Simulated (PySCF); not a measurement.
Working out the ionisation energy of Nb(2+)

Nb(2+) [Kr] 4d3 (4F) → Nb(3+) [Kr] 4d2 (3F). Computed with PySCF 2.14 in x2c-TZVPPall with one added diffuse shell each of s, p, d, f type (9s7p7d3f1g, 95 functions), with scalar relativity by spin-free X2C-1e. Frozen: [Ar] 3d10. Energies in hartree (1 hartree = 27.21139 eV):

```csv
part,Nb(2+) (lower),Nb(3+) (upper)
UHF,-3816.535248,-3815.644609
CCSD correlation,-0.261407,-0.235551
(T),-0.005284,-0.004338
```

Question: What does Hartree-Fock give?

Answer: (-3815.644609) − (-3816.535248) = 0.890639 hartree = 24.236 eV.

Question: What do CCSD and CCSD(T) give?

Answer: The CCSD correlation energies differ by 0.025856 hartree = 0.704 eV and the triples by 0.000946 hartree = 0.026 eV, so CCSD gives 24.940 eV and CCSD(T) 24.966 eV.

A first-order spin-orbit estimate adds -0.023 eV to CCSD(T) (valence and next inner shell), giving 24.943 eV against 25.04 eV (semi-empirical (NIST evaluation); NIST Atomic Spectra Database, ionization energies).

What remains against the reference includes basis incompleteness, the frozen core and higher excitations.
